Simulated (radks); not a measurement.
Results of a calculation; reference values are marked as such.
Q: Code: a radial shooting solver on a logarithmic mesh with Libxc functionals. Model: non-relativistic Kohn-Sham, PBEsol, spin-unpolarised, spherical densities, point nucleus. Each species is in its NIST ground configuration. Rank Au+, Ag+, Cu+ by radius at which the density is 0.001 e/bohr^3 (bohr), largest first.

A: Au+ 3.72, Ag+ 3.56, Cu+ 3.30.
